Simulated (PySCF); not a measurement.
Species: C₃H₁₁PSi₂.
Geometry (PBE0-D3(BJ)/def2-SVP, Å), atoms numbered from 1 in this order:
```
atom  x, y, z in Å
C1    -0.809   -1.992   -0.483
C2    -0.851   -0.678    0.282
Si3   -1.163    1.000   -0.578
C4     0.057    1.860    0.604
Si5    0.724    0.124    1.011
P6     2.528   -0.518   -0.203
H7    -1.787   -2.240   -0.928
H8    -0.080   -1.956   -1.308
H9    -0.522   -2.836    0.164
H10   -1.579   -0.734    1.115
H11   -2.571    1.508   -0.571
H12   -0.664    0.994   -1.989
H13    0.752    2.605    0.194
H14   -0.464    2.303    1.470
H15    1.027   -0.160    2.450
H16    3.312    0.607    0.201
H17    2.054    0.125   -1.389
```

Level of theory: PySCF, TDDFT CAM-B3LYP/def2-SVPD, vertical, gas phase, core orbitals frozen in the response.

Transition dipole moments from the ground state, in atomic units and in the frame of the coordinates above (overall signs are arbitrary), for the states with f of 0.002 or more among the lowest 7:

```csv
state,E (eV),μx,μy,μz
S1,6.251,-0.163,-0.002,-0.011
S2,6.485,-0.107,0.019,-0.179
S3,6.596,0.126,-0.354,-0.033
S4,6.843,0.456,-0.081,-0.112
S5,6.991,0.717,-0.321,-0.321
S6,7.031,0.521,-0.460,0.078
S7,7.204,0.210,-0.066,-0.030
```

(1) What oscillator strength does each state have?

(2) Which bond between heavy atoms lies closest to the direction of the S5 transition dipole?

(3) What angle do the transition dipoles of S4 and S5 make?

(4) What peak molar absorption coefficient would the strongest computed level give as a lone Gaussian band 0.4 eV wide at half height?

Answers

(1) f = (2/3) ΔE |μ|² with ΔE in hartree (27.2114 eV).

```csv
state,|μ|² (au),|μ| (D),f
S1,0.027,0.41,0.004
S2,0.044,0.53,0.007
S3,0.143,0.96,0.023
S4,0.226,1.21,0.038
S5,0.720,2.16,0.123
S6,0.489,1.78,0.084
S7,0.049,0.56,0.009
```

(2) Si5–P6, at 11° from it; next C4–Si5 at 56°.

(3) |cos θ| = |μa·μb| / (|μa| |μb|) = 0.96, so θ ≈ 16° (taken between 0 and 90°, since the signs are arbitrary).

(4) ε(max) = 2.175×10⁸ f / FWHM, with the width in cm⁻¹. S5: 2.175×10⁸ × 0.1234 / 3226 ≈ 8300 L mol⁻¹ cm⁻¹.

All these states lie below the vertical ionisation energy of 9.11 eV (ΔSCF).

The run took 2.3 min of wall time on one thread, x86-64 server, no GPU (shared host).

One conformer stands for the species.

Without π bonds the low states may be Rydberg-like; a valence basis with one diffuse set may place them up to an eV too high.
